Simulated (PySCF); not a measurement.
Compound: C6H11O (doublet state).
Z-matrix (Å and degrees, GFN2-xTB geometry), rows numbered from 1:
```
C 
C   1  1.4732
O   2  1.4080  1  114.51
C   3  1.4155  2  113.10  1   -69.20
C   4  1.5046  3  109.46  2   179.18
C   5  1.3228  4  121.67  3   125.54
C   5  1.4958  4  114.90  3   -54.94
H   1  1.0714  2  119.89  3   164.24
H   1  1.0721  2  120.01  3   -24.59
H   2  1.1053  1  110.75  3   117.22
H   2  1.1065  1  110.26  3  -125.10
H   4  1.1014  3  109.81  2   -59.44
H   4  1.1033  3  109.52  2    58.79
H   6  1.0769  5  122.09  4    -0.71
H   6  1.0767  5  121.60  4   178.78
H   7  1.0898  5  110.06  4   -63.75
H   7  1.0862  5  111.12  4   175.38
H   7  1.0880  5  109.25  4    54.45
```

The hyperfine couplings belong to this conformer and change with its torsions.

The species is `[CH2]COCC(=C)C` [radical].

Method: UKS B3LYP, pcH-1 on C H O, non-relativistic, mean-field spin-orbit, GIAO in PySCF 2.14.0. Geometry: GFN2-xTB, one conformer, isolated molecule. The geometry wasn't refined by DFT: couplings that depend on bond lengths, twists or pyramidal angles can differ widely from those at the functional's own minimum. Stability of the SCF solution: not tested.

Question: Predict the first-order ENDOR lines of H10/H11, H8/H9 and H12/H13 under fast tumbling at B = 344.0 mT (X band).

Answer: ν± = |νn ± a/2|, one line for each electron-spin manifold; νn = |g_N| × 7.62259 MHz/T × B.

```csv
nuclei,isotope,g_N,νn (MHz),a_iso (MHz),lower line (MHz),upper line (MHz)
H10/H11,1H,5.5857,14.65,112.25,41.48,70.77
H8/H9,1H,5.5857,14.65,-61.70,16.21,45.50
H12/H13,1H,5.5857,14.65,0.78,14.26,15.04
```

Question: Which pairs are centred on the nuclear Larmor frequency, and which on half the coupling?

Answer: Centred on νn, since |a| < 2νn: H12/H13. Centred on |a|/2 and split by 2νn: H10/H11 and H8/H9.

Means are taken over nuclei equivalent by connectivity, which assumes that they swap fast. The 1H value of +112.3 MHz is a mean of couplings from 66.9 to 157.6 MHz in this one geometry, not an average over conformers.
